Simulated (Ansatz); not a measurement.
Input file for Ansatz (an electronic-structure program): R-BHLYP/def2-TZVPPD on C3H4O2 (a complex). Files ending in .json are basis or fitting sets from the Basis Set Exchange.

Ansatz 0.2 input:
```yaml
crystal:
  periodic: [false, false, false]
  atoms:
    - {symbol: C, position_ang: [0.57984850, 0.20706780, -0.08788146]}
    - {symbol: C, position_ang: [-0.17331032, -0.55440019, 0.45032234]}
    - {symbol: H, position_ang: [1.24333082, 0.87422337, -0.58317410]}
    - {symbol: H, position_ang: [-0.83124366, -1.21117353, 0.97044363]}
    - {symbol: O, position_ang: [-0.98883106, -0.95809852, 3.51586673]}
    - {symbol: C, position_ang: [-0.29865297, -0.09554567, 3.98787041]}
    - {symbol: O, position_ang: [0.51643671, 0.71296691, 3.30597955]}
    - {symbol: H, position_ang: [-0.25017668, 0.14123371, 5.05891226]}
    - {symbol: H, position_ang: [0.46323516, 0.49106359, 2.35391234]}
basis:
  gaussian:
    orbitals: def2-TZVPPD.json
hamiltonian:
  xc: {name: BHLYP}
scf: {lower_state_search: off}
```

Program output:

```
WARN ansatz: RAYON_NUM_THREADS=2 ignored (pool sized by the plan → 2); use --threads N
Functional definition: BHLYP
these checks for a lower state are left out or cut short: stability, starts, cluster_reference, orbital_swaps, neighbouring_geometries, increment
integrals: 0.16 GiB planned
1337 factors; their error is unknown
mean field: 1.63 GiB planned
mean field evaluation 1: about -7260.9809 eV, gradient 5.9e1 eV
mean field evaluation 2: about -7260.8194 eV, gradient 6.2e1 eV
mean field evaluation 4: about -7267.1539 eV, gradient 3.2e0 eV
mean field evaluation 8: about -7267.1698 eV, gradient 9.5e-2 eV
mean field evaluation 16: about -7267.2204 eV, gradient 7.8e-5 eV
mean field -7267.22038650 eV, -267.0654233051 hartree, gradient 7.3e-6 eV, S^2 0.000000; 0 other end points of the search recorded, 0 dependent functions left out
reference -7267.22057787 eV, -267.0654303375 hartree; 19, 19 occupied and 240, 240 virtual orbitals, 1337 factors
Total energy: -7267.22057787 eV, -267.0654303375 hartree
Checks for a lower state left out: stability, starts, cluster_reference, orbital_swaps, neighbouring_geometries, increment
```

The run converged.

Cost: about 4 core-seconds (a rough figure).
